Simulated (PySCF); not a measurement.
Si(F)(H)2(OAc) (C2H5FO2Si), SMILES CC(=O)O[SiH2]F.

Geometry: B3LYP-D3(BJ)/def2-SVP. The values are those of a single conformer.

Level of theory: TDA-PBE0/def2-SVPD in PySCF.

Vertical excitations. Gas-phase values at a fixed geometry. State labels are in the subgroup Cs.

| state | symmetry | energy (eV) | λ (nm) | f | main pairs |
|---|---|---|---|---|---|
| S1 | A" | 5.84 | 212 | 0.001 | HOMO→LUMO 99 % |
| S2 | A' | 7.61 | 163 | 0.026 | HOMO→LUMO+1 56 %, HOMO→LUMO+2 31 %, HOMO−1→LUMO 11 % |
| S3 | A' | 7.71 | 161 | 0.006 | HOMO→LUMO+2 47 %, HOMO→LUMO+1 43 %, HOMO−1→LUMO 8 % |
| S4 | A' | 8.17 | 152 | 0.151 | HOMO−1→LUMO 66 %, HOMO→LUMO+2 13 %, HOMO→LUMO+3 11 % |
| S5 | A" | 8.26 | 150 | 0.001 | HOMO−3→LUMO 89 % |
| S6 | A" | 8.39 | 148 | 0.004 | HOMO−1→LUMO+1 66 %, HOMO−1→LUMO+2 22 % |
| S7 | A" | 8.43 | 147 | 0.017 | HOMO−1→LUMO+2 73 %, HOMO−1→LUMO+1 22 % |
| S8 | A' | 8.44 | 147 | 0.007 | HOMO→LUMO+3 82 % |
| S9 | A' | 8.76 | 142 | 0.004 | HOMO→LUMO+4 93 % |
| S10 | A' | 9.09 | 136 | 0.085 | HOMO−2→LUMO 65 % |
| T1 | A" | 5.27 | 235 | 0 | HOMO→LUMO 98 % |
| T2 | A' | 6.14 | 202 | 0 | HOMO−1→LUMO 53 %, HOMO−2→LUMO 41 % |
| T3 | A' | 7.45 | 167 | 0 | HOMO→LUMO+2 55 %, HOMO→LUMO+1 41 % |
| T4 | A' | 7.63 | 162 | 0 | HOMO→LUMO+1 58 %, HOMO→LUMO+2 39 % |
Triplets are in the Tamm–Dancoff approximation.
